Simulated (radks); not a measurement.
Task: Spherical quantum dot in the effective-mass picture: electrons in a parabolic well V = omega^2 r^2 / 2 with omega = 3.27, with a point charge +2 (a donor) at the centre, all in effective atomic units (hartree* = m*/eps^2 hartree, bohr* = eps/m* bohr), one dielectric constant everywhere. Method: non-relativistic Kohn-Sham, LDA (Slater exchange, Perdew-Wang correlation), spin-polarised, spherical densities; computed with a radial shooting solver with Libxc functionals. Levels are named by radial order and angular momentum (1s, 1p, 1d, 2s, ...), and open shells are averaged over m. Results are scaled to m* = 0.075 and eps = 5.3, for which hartree* = 72.65 meV and bohr* = 3.74 nm. At N = 23 the configuration is 1s2 1p6 1d10 2s2 1f(up 3, down 0). Does electron 24 go into 1f up or 2p up or 1f down?

Result: Into 1f up. The total energies of the other choices lie higher by 4.83 meV (2p up), 5.99 meV (1f down).
